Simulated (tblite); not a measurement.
C3H15GeNSi2.
Atom-mapped SMILES: `[CH3:1][NH:2][Si@H:3]([SiH3:4])[GeH:5]([CH3:6])[CH3:7]` (hydrogens: H8, H9, H10 on C1; H11 on N2; H12 on Si3; H13, H14, H15 on Si4; H16 on Ge5; H17, H18, H19 on C6; H20, H21, H22 on C7)

Computed with GFN2-xTB (tblite), gas phase: L-BFGS steps from a force-field or distance-geometry start until the largest atomic force falls under 0.01 eV/Å.

Step 66: E = -608.7623 eV
```
atom  x, y, z in Å  |  force x, y, z in eV/Å
C1     -2.7590   -1.5749    0.8635    0.001  -0.033  -0.008
N2     -1.3469   -1.4121    0.6202   -0.023   0.057  -0.026
Si3    -0.6133    0.1509    0.5739    0.002   0.025   0.013
Si4    -1.9962    1.7742   -0.3657    0.008  -0.003  -0.001
Ge5     1.4334   -0.1335   -0.5620   -0.013   0.018  -0.006
C6      2.2716    1.6214   -0.9237    0.011   0.016  -0.007
C7      2.8463   -1.2315    0.2950    0.008  -0.015   0.024
H8     -3.0813   -0.8438    1.6025    0.052  -0.024  -0.006
H9     -3.3589   -1.4302   -0.0425   -0.016   0.013   0.010
H10    -2.9599   -2.5746    1.2503   -0.021  -0.024   0.038
H11    -1.0003   -2.1195   -0.0109    0.008   0.004   0.003
H12    -0.3622    0.4888    1.9952    0.002  -0.029  -0.023
H13    -2.4986    1.3861   -1.6903   -0.007   0.009  -0.013
H14    -1.3324    3.0697   -0.5457    0.001  -0.002   0.002
H15    -3.1925    2.0302    0.4464    0.014  -0.001  -0.003
H16     1.2323   -0.7721   -1.9403    0.005   0.002  -0.007
H17     1.6336    2.2638   -1.5242   -0.004  -0.006   0.001
H18     2.4748    2.1365    0.0128   -0.006   0.007  -0.008
H19     3.2171    1.5038   -1.4464    0.000   0.011  -0.008
H20     2.4621   -2.1835    0.6494    0.007  -0.013  -0.002
H21     3.2651   -0.7013    1.1466   -0.018  -0.008   0.021
H22     3.6547   -1.4293   -0.4051   -0.011  -0.004   0.007
```

Step 67: E = -608.7628 eV
```
atom  x, y, z in Å  |  force x, y, z in eV/Å
C1     -2.7581   -1.5756    0.8649    0.018  -0.031  -0.007
N2     -1.3461   -1.4131    0.6188   -0.027   0.076  -0.010
Si3    -0.6129    0.1503    0.5744    0.018   0.014   0.005
Si4    -1.9939    1.7728   -0.3659   -0.002   0.012  -0.002
Ge5     1.4332   -0.1321   -0.5651   -0.022   0.014   0.021
C6      2.2718    1.6226   -0.9256    0.011   0.022  -0.004
C7      2.8430   -1.2312    0.2966    0.004  -0.019   0.019
H8     -3.0791   -0.8441    1.6042    0.054  -0.022  -0.014
H9     -3.3574   -1.4308   -0.0417   -0.025   0.000   0.029
H10    -2.9567   -2.5747    1.2553   -0.030  -0.019   0.018
H11    -1.0023   -2.1165   -0.0176    0.011  -0.012  -0.005
H12    -0.3621    0.4856    1.9961    0.003  -0.028  -0.021
H13    -2.4966    1.3850   -1.6907   -0.006   0.011  -0.010
H14    -1.3285    3.0678   -0.5451   -0.003  -0.006   0.001
H15    -3.1901    2.0293    0.4465    0.016   0.000  -0.007
H16     1.2310   -0.7705   -1.9424    0.007  -0.003  -0.016
H17     1.6341    2.2662   -1.5253   -0.007  -0.008  -0.003
H18     2.4738    2.1369    0.0116   -0.001   0.004  -0.008
H19     3.2175    1.5059   -1.4481    0.000   0.010  -0.006
H20     2.4573   -2.1840    0.6480    0.007  -0.002  -0.002
H21     3.2576   -0.7013    1.1506   -0.018  -0.015   0.014
H22     3.6542   -1.4291   -0.4003   -0.008   0.000   0.009
```

Step 68: E = -608.7634 eV
```
atom  x, y, z in Å  |  force x, y, z in eV/Å
C1     -2.7571   -1.5773    0.8666    0.032  -0.021  -0.003
N2     -1.3460   -1.4124    0.6155   -0.026   0.071   0.001
Si3    -0.6123    0.1508    0.5746    0.027  -0.002  -0.011
Si4    -1.9917    1.7715   -0.3666   -0.013   0.026  -0.006
Ge5     1.4331   -0.1303   -0.5679   -0.021   0.005   0.046
C6      2.2727    1.6242   -0.9280    0.006   0.021   0.000
C7      2.8396   -1.2314    0.2990   -0.006  -0.016   0.008
H8     -3.0765   -0.8457    1.6065    0.052  -0.013  -0.015
H9     -3.3573   -1.4315   -0.0395   -0.035  -0.020   0.045
H10    -2.9527   -2.5758    1.2613   -0.032  -0.008  -0.010
H11    -1.0047   -2.1122   -0.0258    0.015  -0.021  -0.008
H12    -0.3623    0.4819    1.9963    0.006  -0.022  -0.009
H13    -2.4953    1.3842   -1.6915   -0.002   0.013  -0.005
H14    -1.3246    3.0660   -0.5439   -0.006  -0.006  -0.002
H15    -3.1873    2.0278    0.4466    0.013   0.002  -0.008
H16     1.2300   -0.7690   -1.9440    0.009  -0.007  -0.023
H17     1.6349    2.2679   -1.5271   -0.010  -0.007  -0.008
H18     2.4731    2.1383    0.0097    0.005   0.003  -0.007
H19     3.2185    1.5084   -1.4504    0.001   0.009  -0.004
H20     2.4528   -2.1855    0.6462    0.005   0.009   0.000
H21     3.2492   -0.7023    1.1562   -0.017  -0.022   0.006
H22     3.6536   -1.4284   -0.3948   -0.004   0.006   0.013
```

Task: Estimate the geometry and energy of step 69. (The exact step hangs on the optimiser's Hessian estimate; all steps are aligned on step 68, rigid shifts and turns removed.)

Result: E = -608.7641 eV, largest force 0.079 eV/Å
```
atom  x, y, z in Å  |  force x, y, z in eV/Å
C1     -2.7561   -1.5795    0.8685    0.033  -0.004   0.002
N2     -1.3470   -1.4092    0.6102   -0.017   0.034   0.003
Si3    -0.6115    0.1528    0.5738    0.021  -0.016  -0.025
Si4    -1.9903    1.7714   -0.3677   -0.019   0.033  -0.011
Ge5     1.4334   -0.1282   -0.5688   -0.009  -0.008   0.055
C6      2.2745    1.6258   -0.9303   -0.003   0.013   0.003
C7      2.8369   -1.2323    0.3021   -0.016  -0.007  -0.005
H8     -3.0740   -0.8490    1.6095    0.050   0.003  -0.005
H9     -3.3596   -1.4325   -0.0352   -0.043  -0.042   0.051
H10    -2.9479   -2.5779    1.2671   -0.024   0.003  -0.038
H11    -1.0075   -2.1069   -0.0346    0.016  -0.019  -0.004
H12    -0.3629    0.4781    1.9957    0.011  -0.013   0.010
H13    -2.4955    1.3840   -1.6924    0.002   0.017  -0.001
H14    -1.3219    3.0652   -0.5426   -0.008   0.000  -0.007
H15    -3.1850    2.0261    0.4466    0.006   0.006  -0.006
H16     1.2302   -0.7679   -1.9446    0.011  -0.007  -0.022
H17     1.6357    2.2680   -1.5298   -0.012  -0.004  -0.013
H18     2.4731    2.1409    0.0072    0.011   0.004  -0.006
H19     3.2203    1.5108   -1.4528    0.001   0.007   0.000
H20     2.4499   -2.1883    0.6441   -0.001   0.014   0.002
H21     3.2416   -0.7050    1.1627   -0.013  -0.026   0.001
H22     3.6533   -1.4269   -0.3896    0.002   0.010   0.018
```

The energy changes by -0.0007 eV. The first-order estimate −F·Δx gives -0.0010 eV and the mean of the old and new forces, exact on a quadratic surface, -0.0007 eV. The step makes an angle of 74° with the force vector and moves no atom by more than 0.011 Å.

What follows is the cost of the whole relaxation. Hardware: an Arm Neoverse N1 with one thread, shared host with 64 logical CPUs at a one-minute load of 60. Cost: 2.1 s wall.
